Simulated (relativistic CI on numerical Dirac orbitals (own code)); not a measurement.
## Electric-dipole transitions in Pb33+

Computed by Dirac-Coulomb-Breit CI, KLI orbitals optimised for each configuration, a model potential for QED, unscaled Slater integrals (own radial code, finite nucleus).

Configuration list (outside the closed core [Ar] 3d10): 4s2.4p6.4d10.4f3, 4s2.4p6.4d9.4f4, 4s2.4p6.4d10.4f2.5s, 4s2.4p6.4d10.4f2.5p, 4s2.4p5.4d10.4f4, 4s2.4p6.4d10.4f.5s2, 4s2.4p6.4d10.4f.5s.5p, 4s2.4p6.4d10.4f2.5d, 4s.4p6.4d10.4f4, 4s2.4p6.4d10.4f.5p2, 4s2.4p6.4d10.4f.5s.5d, 4s2.4p6.4d9.4f2.5s2, 4s2.4p6.4d10.4f2.5f, 4s2.4p6.4d10.4f2.6s, 4s2.4p6.4d10.4f.5d2, 4s2.4p6.4d10.4f2.6p. Levels of other configurations are missing.

```tsv
λ vac (nm)	Lower	Upper	A (s⁻¹)	log gf	S velocity/length
4.7370	4s2.4p6.4d10.4f3 4I°_9/2 [1]	4s2.4p6.4d9.4f4 4F_7/2 [195]	3.84e+09	-1.99	0.62
4.7428	4s2.4p6.4d10.4f3 4I°_9/2 [1]	4s2.4p6.4d9.4f4 4G_7/2 [192]	3.61e+10	-1.01	0.61
4.7546	4s2.4p6.4d10.4f3 4I°_9/2 [1]	4s2.4p6.4d9.4f4 2G_9/2 [182]	2.48e+09	-2.08	0.54
4.7566	4s2.4p6.4d10.4f3 4I°_9/2 [1]	4s2.4p6.4d9.4f4 4F_7/2 [181]	1.19e+10	-1.49	0.63
4.7579	4s2.4p6.4d10.4f3 4I°_9/2 [1]	4s2.4p6.4d9.4f4 4G_9/2 [180]	2.27e+09	-2.11	0.67
4.7939	4s2.4p6.4d10.4f3 4I°_9/2 [1]	4s2.4p6.4d9.4f4 4I_9/2 [157]	1.47e+09	-2.30	0.55
4.8087	4s2.4p6.4d10.4f3 4I°_9/2 [1]	4s2.4p6.4d9.4f4 4H_7/2 [149]	2.53e+09	-2.15	0.63
4.8138	4s2.4p6.4d10.4f3 4I°_9/2 [1]	4s2.4p6.4d9.4f4 4I_9/2 [147]	2.14e+10	-1.13	0.67
4.8406	4s2.4p6.4d10.4f3 4F°_3/2 [3]	4s2.4p6.4d9.4f4 4G_5/2 [200]	6.32e+09	-1.88	0.73
4.8548	4s2.4p6.4d10.4f3 4F°_3/2 [3]	4s2.4p6.4d9.4f4 4G_5/2 [190]	3.28e+09	-2.16	0.84
4.8920	4s2.4p6.4d10.4f3 4F°_3/2 [3]	4s2.4p6.4d9.4f4 4D_5/2 [166]	3.69e+09	-2.10	0.66
4.9137	4s2.4p6.4d10.4f3 4G°_5/2 [4]	4s2.4p6.4d9.4f4 4G_7/2 [192]	2.27e+09	-2.18	1.01
4.9267	4s2.4p6.4d10.4f3 4I°_11/2 [2]	4s2.4p6.4d9.4f4 2I_11/2 [144]	1.24e+09	-2.27	0.70
4.9284	4s2.4p6.4d10.4f3 2G°_9/2 [5]	4s2.4p6.4d9.4f4 2G_9/2 [182]	2.33e+09	-2.07	0.50
4.9469	4s2.4p6.4d10.4f3 4I°_13/2 [6]	4s2.4p6.4d9.4f4 4L_15/2 [175]	3.04e+09	-1.75	0.83
4.9491	4s2.4p6.4d10.4f3 2G°_9/2 [5]	4s2.4p6.4d9.4f4 4K_11/2 [170]	4.87e+09	-1.67	0.71
4.9543	4s2.4p6.4d10.4f3 4I°_11/2 [2]	4s2.4p6.4d9.4f4 4H_9/2 [130]	1.52e+09	-2.25	0.55
4.9622	4s2.4p6.4d10.4f3 4I°_13/2 [6]	4s2.4p6.4d9.4f4 2I_11/2 [164]	1.87e+09	-2.08	0.60
4.9671	4s2.4p6.4d10.4f3 4I°_9/2 [1]	4s2.4p6.4d9.4f4 4K_11/2 [85]	1.81e+09	-2.09	1.05
4.9683	4s2.4p6.4d10.4f3 4G°_5/2 [4]	4s2.4p6.4d9.4f4 2F_7/2 [158]	2.38e+09	-2.15	0.74
4.9706	4s2.4p6.4d10.4f3 2G°_7/2 [9]	4s2.4p6.4d9.4f4 2G_9/2 [182]	8.22e+09	-1.52	0.67
4.9797	4s2.4p6.4d10.4f3 4I°_11/2 [2]	4s2.4p6.4d9.4f4 4H_9/2 [116]	1.77e+09	-2.18	0.66
4.9841	4s2.4p6.4d10.4f3 4I°_11/2 [2]	4s2.4p6.4d9.4f4 4I_13/2 [114]	1.46e+09	-2.12	0.92
4.9946	4s2.4p6.4d10.4f3 4G°_7/2 [11]	4s2.4p6.4d9.4f4 4F_7/2 [195]	3.57e+09	-1.97	0.54
4.9986	4s2.4p6.4d10.4f3 4G°_7/2 [11]	4s2.4p6.4d9.4f4 4F_9/2 [193]	4.43e+09	-1.78	0.74
4.9993	4s2.4p6.4d10.4f3 4I°_9/2 [1]	4s2.4p6.4d9.4f4 6G_7/2 [80]	4.35e+09	-1.88	0.58
5.0217	4s2.4p6.4d10.4f3 4F°_3/2 [3]	4s2.4p6.4d9.4f4 4D_3/2 [105]	4.13e+09	-2.20	0.91
5.0407	4s2.4p6.4d10.4f3 4D°_3/2 [16]	4s2.4p6.4d9.4f4 4F_5/2 [198]	6.28e+09	-1.84	0.67
5.0567	4s2.4p6.4d10.4f3 4D°_5/2 [17]	4s2.4p6.4d9.4f4 4F_7/2 [195]	4.68e+09	-1.84	0.66
5.1163	4s2.4p6.4d10.4f3 4G°_7/2 [11]	4s2.4p6.4d9.4f4 4H_9/2 [130]	2.94e+09	-1.94	0.53
```

Terms are leading LS components. Brackets give the number of a level in order of energy, since labels repeat. The list gives strong lines, with weight on those to low levels, among the lowest 200 of 2550 levels, so that lines to higher ones, which can be the strongest, are missing. Levels whose partners in the same complex of configurations lie outside the list can be far off, and so can their lines. Rates are taken at the computed energies, electric ones in the length gauge. A velocity-to-length ratio far from 1 marks an uncertain rate.

At this charge energies of transitions that change n are usually good to better than 1 %, and those within a shell (Δn = 0) to a few per cent. Terms inside the open d or f shell come out 10 to 20 % too wide with unscaled integrals.

LS names give the leading component of a level, which can be under half, so a name can repeat, a term be missing and a line seem to break the LS rules.
